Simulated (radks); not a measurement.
All-electron atom: Bi2+ in [Hg] 6p1. Method: scalar-relativistic Kohn-Sham, PBE, spin-polarised, spherical densities, finite nucleus; open shells are filled with parallel spins first (spin-orbit coupling, left out, can overturn this in heavy ions); Fermi nuclear charge, rms radius 5.5211 fm; hard spherical wall at 3 bohr; computed with a radial shooting solver on a logarithmic mesh with Libxc functionals.

Normalised radial functions P(r) = r R(r), r in bohr:

r          6s down
0.0007917   0.0393
0.001039    0.0477
0.001353    0.0570
0.001776    0.0678
0.002331    0.0795
0.00306     0.0913
0.003984    0.1017
0.00523     0.1093
0.006865    0.1106
0.00901     0.1016
0.01183     0.0777
0.0154      0.0367
0.02021    -0.0236
0.02653    -0.0939
0.03483    -0.1531
0.04535    -0.1682
0.05952    -0.1078
0.07813     0.0325
0.1026      0.1892
0.1346      0.2356
0.1753      0.0828
0.2301     -0.2016
0.302      -0.3411
0.3964     -0.1164
0.5161      0.3081
0.6775      0.5184
0.8892      0.2113
1.167      -0.4207
1.532      -0.8960
1.995      -0.8889
2.619      -0.3837

6s down: eigenvalue -18.544 eV, 5 radial nodes at r = 0.0183, 0.0740, 0.190, 0.427, 0.980 bohr, <r> = 1.73 bohr, 90 % of the charge inside 2.33 bohr.
